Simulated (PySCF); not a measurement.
# C7HN: core ionisation energies

Species: C₇HN.
Bonds: C1–C2 (triple), C2–C3, C3–C4 (triple), C4–C5, C5–C6 (triple), C6–C7, C7–N8 (triple). Hydrogens: H9 on C1.

Theory: delta-SCF UKS SCAN, pcX-2 on the ionised atom, pcseg-1 elsewhere, spin-free X2C in PySCF. Binding energies are ΔSCF values: E(core-ionised, relaxed orbitals) − E(ground state) at a fixed geometry, referred to the vacuum level.

Question: List the computed XPS lines with their assignment.

Answer: 
```tsv
atom(s)	environment	level	binding energy (eV)	count
N8	nitrile nitrogen	N 1s	404.65	1
```

Question: Which photon energy gives electrons from N 1s of N8 a kinetic energy of 150 eV, and what is their de Broglie wavelength?

Answer: hν = 404.65 + 150 = 554.65 eV, recoil neglected; λ = 12.264 Å/√(E/eV) = 1.00 Å.

Not every level is listed. Spin contamination (⟨S²⟩ against 0.75 for a pure doublet) is marked for N 1s of N8 (0.95), which makes this value less certain. No level of carbon is listed. Geometry: GFN2-xTB; no solvent, vibrations or thermal averaging.
